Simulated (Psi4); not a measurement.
Pair of molecules, SMILES O with SMILES C=O (the first has 3 atoms); geometry from B3LYP-D3(BJ)/def2-TZVP.
(charge 0, multiplicity 1):
| atom | x (Å) | y (Å) | z (Å) |
|---|---|---|---|
| O | 0.2747 | -0.1146 | 0.5396 |
| H | -0.4627 | -0.4410 | 1.0783 |
| H | -0.0426 | -0.1115 | -0.3678 |
| C | -0.3464 | -0.3362 | 3.5863 |
| O | -1.2253 | -0.7603 | 2.8809 |
| H | 0.5738 | 0.1012 | 3.1637 |
| H | -0.4289 | -0.3694 | 4.6874 |

Level of theory: Psi4 with SAPT0/jun-cc-pV(D+d)Z.

### Question
Give the four SAPT terms and the total, and say what mostly holds the pair together.

### Answer
electrostatics -8.71, exchange 7.02, induction -2.15, dispersion -1.77, total -5.62 kcal/mol; the largest attraction is electrostatics.
